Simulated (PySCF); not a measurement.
C₂H₆Ge₂O.
SMILES with atom numbers: `[CH:1]#[C:2][GeH2:3][O:4][GeH3:5]` (hydrogens: H6 on C1; H7, H8 on Ge3; H9, H10, H11 on Ge5)

Method: PBE0-D3(BJ)/def2-SVP geometry optimisation, gas phase in PySCF 2.14.0; density fitting, grid level 1; the optimiser is geomeTRIC in internal coordinates, started from a GFN2-xTB structure with every atom displaced at random (about 0.01 Å).

The end geometry, which sets the zero of energy:
```
atom  x, y, z in Å
C1      2.1726    1.4619    0.1048
C2      1.5267    0.4324    0.0478
Ge3     0.4628   -1.1479   -0.0449
O4     -1.1462   -0.7746    0.5884
Ge5    -2.0501    0.7607    0.5846
H6      2.7464    2.3705    0.1568
H7      0.3499   -1.5823   -1.5150
H8      1.0582   -2.2391    0.8514
H9     -1.3089    1.7990    1.4467
H10    -3.4228    0.4164    1.1814
H11    -2.1882    1.2674   -0.8660
```

Question: These geometries come from the run, each turned onto the end geometry. Order them by energy, lowest first.
A.
```
atom  x, y, z in Å
C1      2.3119    1.4212    0.1996
C2      1.6027    0.4386    0.0914
Ge3     0.4741   -1.0914   -0.0627
O4     -1.1004   -0.7051    0.6255
Ge5    -2.1322    0.7407    0.5550
H6      2.9377    2.2915    0.2922
H7      0.3195   -1.4389   -1.5522
H8      1.0443   -2.2494    0.7623
H9     -1.3702    1.9429    1.1432
H10    -3.3711    0.3984    1.3945
H11    -2.5159    1.0159   -0.9128
```
B.
```
atom  x, y, z in Å
C1      2.4659    1.3574    0.1907
C2      1.7205    0.4212    0.0699
Ge3     0.4867   -1.0298   -0.0896
O4     -1.0182   -0.5370    0.5382
Ge5    -2.2193    0.7439    0.5380
H6      3.0904    2.2137    0.2780
H7      0.3479   -1.4157   -1.5257
H8      0.8957   -2.1657    0.8116
H9     -1.5723    1.9841    1.1377
H10    -3.3020    0.2028    1.4364
H11    -2.6947    0.9896   -0.8492
```
C.
```
atom  x, y, z in Å
C1      2.4395    1.3787    0.1942
C2      1.6943    0.4246    0.0737
Ge3     0.5225   -1.0708   -0.0811
O4     -1.1042   -0.6201    0.6058
Ge5    -2.2189    0.7559    0.5652
H6      3.0860    2.2323    0.2951
H7      0.3870   -1.4473   -1.5838
H8      1.0441   -2.2440    0.7796
H9     -1.5412    2.0259    1.1348
H10    -3.4064    0.3098    1.4512
H11    -2.7023    1.0194   -0.8986
```
D.
```
atom  x, y, z in Å
C1      2.3784    1.3991    0.2011
C2      1.6488    0.4330    0.0825
Ge3     0.5012   -1.0760   -0.0750
O4     -1.0881   -0.6572    0.6107
Ge5    -2.1721    0.7415    0.5573
H6      3.0166    2.2596    0.3011
H7      0.3388   -1.4343   -1.5597
H8      1.0254   -2.2390    0.7691
H9     -1.4575    1.9847    1.1208
H10    -3.3760    0.3488    1.4272
H11    -2.6151    1.0040   -0.8991
```
E.
```
atom  x, y, z in Å
C1      2.2420    1.4429    0.1817
C2      1.5609    0.4387    0.0907
Ge3     0.4615   -1.1141   -0.0541
O4     -1.1270   -0.7524    0.6329
Ge5    -2.0894    0.7470    0.5592
H6      2.8476    2.3286    0.2609
H7      0.3194   -1.4717   -1.5437
H8      1.0591   -2.2575    0.7733
H9     -1.3014    1.8950    1.2157
H10    -3.3763    0.4337    1.3363
H11    -2.3961    1.0741   -0.9170
```

Answer: E (0.002 eV), A (0.006 eV), D (0.017 eV), C (0.076 eV), B (0.189 eV).

In the order of the answer:

```json
{"step": "6", "E above end (eV)": "0.002", "largest force (eV/Å)": "0.05", "rms force component (eV/Å)": "0.014", "rms distance from end (Å)": "0.147", "rms bond change (Å)": "0.001", "bond most changed (Å)": "O4–Ge5 +0.002"}
{"step": "4", "E above end (eV)": "0.006", "largest force (eV/Å)": "0.18", "rms force component (eV/Å)": "0.040", "rms distance from end (Å)": "0.211", "rms bond change (Å)": "0.003", "bond most changed (Å)": "Ge3–O4 -0.008"}
{"step": "2", "E above end (eV)": "0.017", "largest force (eV/Å)": "0.50", "rms force component (eV/Å)": "0.122", "rms distance from end (Å)": "0.258", "rms bond change (Å)": "0.006", "bond most changed (Å)": "Ge3–O4 +0.012"}
{"step": "1", "E above end (eV)": "0.076", "largest force (eV/Å)": "1.37", "rms force component (eV/Å)": "0.326", "rms distance from end (Å)": "0.298", "rms bond change (Å)": "0.020", "bond most changed (Å)": "Ge3–O4 +0.053"}
{"step": "0", "E above end (eV)": "0.189", "largest force (eV/Å)": "1.54", "rms force component (eV/Å)": "0.575", "rms distance from end (Å)": "0.322", "rms bond change (Å)": "0.035", "bond most changed (Å)": "Ge3–O4 -0.066"}
```

The cost below is that of the whole optimisation. On one thread, AMD EPYC 9R45 (x86_64), no GPU, on a shared host, this took 64 s wall and 0.58 GiB of memory at its peak.
